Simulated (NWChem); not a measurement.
System: C$_{2}$H$_{4}$ClNOSi; SMILES C1=NC[Si@]1(O)Cl

Here is an NWChem input.

```
start job
memory heap 200 mb stack 900 mb global 1100 mb
geometry units angstroms noautosym nocenter noautoz
  O      1.958922    -0.363147     0.003971
  Si     0.347740     0.001873     0.005928
  Cl    -0.729657    -1.794631     0.044537
  C     -0.258439     1.389052     1.111064
  N     -0.674005     2.125891     0.136934
  C     -0.355982     1.365501    -1.119854
  H      2.231243    -1.264697    -0.219776
  H     -0.361739     1.705010     2.149085
  H     -1.263376     1.170945    -1.699861
  H      0.341139     1.932596    -1.745116
end
basis spherical
  * library pcsseg-1
end
dft
  xc pbe0
  iterations 150
end
property
  shielding
end
task dft property
```

Excerpt of the output:

```
             Northwest Computational Chemistry Package (NWChem) 7.3.0
             --------------------------------------------------------

                             Geometry "geometry" -> ""
                             -------------------------

 Output coordinates in angstroms (scale by  1.889725989 to convert to a.u.)

  No.       Tag          Charge          X              Y              Z
 ---- ---------------- ---------- -------------- -------------- --------------
    1 O                    8.0000     1.95892200    -0.36314700     0.00397100
    2 Si                  14.0000     0.34774000     0.00187300     0.00592800
    3 Cl                  17.0000    -0.72965700    -1.79463100     0.04453700
    4 C                    6.0000    -0.25843900     1.38905200     1.11106400
    5 N                    7.0000    -0.67400500     2.12589100     0.13693400
    6 C                    6.0000    -0.35598200     1.36550100    -1.11985400
    7 H                    1.0000     2.23124300    -1.26469700    -0.21977600
    8 H                    1.0000    -0.36173900     1.70501000     2.14908500
    9 H                    1.0000    -1.26337600     1.17094500    -1.69986100
   10 H                    1.0000     0.34113900     1.93259600    -1.74511600

 Effective nuclear repulsion energy (a.u.)     351.5333506877

                              NWChem Property Module
                              ----------------------

  itol2e modified to match energy
  convergence criterion.

                                 NWChem DFT Module
                                 -----------------

 Summary of "ao basis" -> "ao basis" (spherical)
 ------------------------------------------------------------------------------
       Tag                 Description            Shells   Functions and Types
 ---------------- ------------------------------  ------  ---------------------
 O                          pcsseg-1                 7       17   3s3p1d
 Si                         pcsseg-1                10       24   4s5p1d
 Cl                         pcsseg-1                10       24   4s5p1d
 C                          pcsseg-1                 7       17   3s3p1d
 N                          pcsseg-1                 7       17   3s3p1d
 H                          pcsseg-1                 3        5   2s1p

  itol2e modified to match energy
  convergence criterion.

            General Information
            -------------------
          SCF calculation type: DFT
          Wavefunction type:  closed shell.
          No. of atoms     :    10
          No. of electrons :    62
           Alpha electrons :    31
            Beta electrons :    31
          Charge           :     0
          Spin multiplicity:     1
          Use of symmetry is: off; symmetry adaption is: off
          Maximum number of iterations: 150
          AO basis - number of functions:   136
                     number of shells:    60
          Convergence on energy requested:  1.00D-07
          Convergence on density requested:  1.00D-05
          Convergence on gradient requested:  5.00D-04

              XC Information
              --------------
                         PBE0 Method XC Functional
                     Hartree-Fock (Exact) Exchange  0.250
          PerdewBurkeErnzerhof Exchange Functional  0.750
            Perdew 1991 LDA Correlation Functional  1.000 local
           PerdewBurkeErnz. Correlation Functional  1.000 non-local

[...]

          -----------------------------------------
          Chemical Shielding Tensors (GIAO, in ppm)
          -----------------------------------------

                                NWChem CPHF Module
                                ------------------

  scftype          =     RHF
  nclosed          =       31
  nopen            =        0
  variables        =     3255
  # of vectors     =        3
  tolerance        = 0.10D-03
  level shift      = 0.00D+00
  max iterations   =       50
  max subspace     =       30

 SCF residual:    7.1551130855448811E-005

Iterative solution of linear equations
  No. of variables     3255
  No. of equations        3
  Maximum subspace       30
        Iterations       50
       Convergence  1.0D-04

   iter   nsub   residual    time
   ----  ------  --------  ---------
     1      3    1.03D+00      75.1
     2      6    1.96D-01      84.6
     3      9    5.09D-03      94.0
     4     12    8.74D-04     104.6
     5     15    6.83D-05     116.0

      Atom:    1  O
        Diamagnetic
    404.4803    -11.0862     -1.4610
    -11.0862    391.3588      4.1461
     -1.4610      4.1461    373.7624

        Paramagnetic
   -118.2300      5.4323     -5.0480
      5.4323   -161.0293     -9.3103
     -5.0480     -9.3103   -139.9797

        Total Shielding Tensor
    286.2502     -5.6539     -6.5090
     -5.6539    230.3295     -5.1642
     -6.5090     -5.1642    233.7826

           isotropic =     250.1208
          anisotropy =      56.0468

          Principal Components and Axis System
                 1           2           3
              287.4853    237.4305    225.4465

      1         0.9899      0.0357      0.1374
      2        -0.0878     -0.6062      0.7904
      3        -0.1115      0.7945      0.5969

      Atom:    2  Si
        Diamagnetic
    878.5167     -0.0852     -0.2495
     -0.0852    883.2431      0.4561
     -0.2495      0.4561    872.1447

        Paramagnetic
   -505.1138      0.0518      5.0825
      0.0518   -561.6375    -15.2919
      5.0825    -15.2919   -490.1801

        Total Shielding Tensor
    373.4029     -0.0333      4.8330
     -0.0333    321.6056    -14.8358
      4.8330    -14.8358    381.9646

           isotropic =     358.9911
          anisotropy =      42.0817

          Principal Components and Axis System
                 1           2           3
              387.0455    371.7919    318.1357

      1         0.3270      0.9448     -0.0193
      2        -0.2091      0.0923      0.9735
      3         0.9216     -0.3143      0.2277

      Atom:    3  Cl
        Diamagnetic
   1147.0397      3.7556     -0.1030
      3.7556   1152.9452     -0.0129
     -0.1030     -0.0129   1144.3084

        Paramagnetic
   -302.9953     83.4727      8.3253
     83.4727   -172.2782    -16.7106
      8.3253    -16.7106   -392.3924

        Total Shielding Tensor
    844.0444     87.2283      8.2223
     87.2283    980.6669    -16.7235
      8.2223    -16.7235    751.9160

           isotropic =     858.8758
          anisotropy =     247.1345

          Principal Components and Axis System
                 1           2           3
             1023.6321    805.5541    747.4411

      1         0.4350      0.8736     -0.2182
      2         0.8995     -0.4102      0.1507
      3        -0.0422      0.2618      0.9642

      Atom:    4  C
        Diamagnetic
    244.9494     -9.0998      2.7209
     -9.0998    261.0032     -2.0701
      2.7209     -2.0701    262.6174

        Paramagnetic
   -183.0226     57.8511     12.2517
     57.8511   -278.6059    -45.4871
     12.2517    -45.4871   -351.4040

        Total Shielding Tensor
     61.9268     48.7513     14.9726
     48.7513    -17.6027    -47.5571
     14.9726    -47.5571    -88.7866

           isotropic =     -14.8208
          anisotropy =    -157.5402

          Principal Components and Axis System
                 1           2           3
             -119.8477     85.3791     -9.9940

      1        -0.2014      0.8949     -0.3983
      2         0.4904      0.4441      0.7499
      3         0.8479     -0.0443     -0.5283

      Atom:    5  N
        Diamagnetic
    315.7269     -1.3419      1.5107
     -1.3419    319.1939      0.1877
      1.5107      0.1877    346.9118

        Paramagnetic
   -169.6108    167.7194    -14.8886
    167.7194   -431.0051    -51.8140
    -14.8886    -51.8140  -1125.8242

        Total Shielding Tensor
    146.1161    166.3774    -13.3779
    166.3774   -111.8112    -51.6263
    -13.3779    -51.6263   -778.9124

           isotropic =    -248.2025
          anisotropy =    -802.0229

          Principal Components and Axis System
                 1           2           3
             -782.8845    228.8609   -190.5840

      1         0.0006      0.8960     -0.4442
      2         0.0765      0.4428      0.8933
      3         0.9971     -0.0346     -0.0683

      Atom:    6  C
        Diamagnetic
    246.7328     -3.8009     -1.9460
     -3.8009    254.9932      4.2950
     -1.9460      4.2950    257.2499

        Paramagnetic
   -172.8013    -26.6404     -6.0058
    -26.6404   -131.7483     23.8780
     -6.0058     23.8780   -123.8076

        Total Shielding Tensor
     73.9315    -30.4413     -7.9518
    -30.4413    123.2449     28.1730
     -7.9518     28.1730    133.4423

           isotropic =     110.2062
          anisotropy =      81.6556

          Principal Components and Axis System
                 1           2           3
              164.6433    106.9453     59.0301

      1        -0.2859      0.3618      0.8874
      2         0.6739     -0.5825      0.4546
      3         0.6813      0.7279     -0.0773

      Atom:    7  H
        Diamagnetic
     30.0354     -9.1000     -2.4083
     -9.1000     38.2779      4.7661
     -2.4083      4.7661     18.5987

        Paramagnetic
     -1.3598      1.9406      0.6264
      1.9406     -3.8222     -1.8941
      0.6264     -1.8941      3.2027

[...]
```

Level: PBE0/pcSseg-1, GIAO. All runs use the structure optimised with B3LYP/6-31G* (spherical d). The printed shielding anisotropy is the first printed principal value minus the mean of the other two.
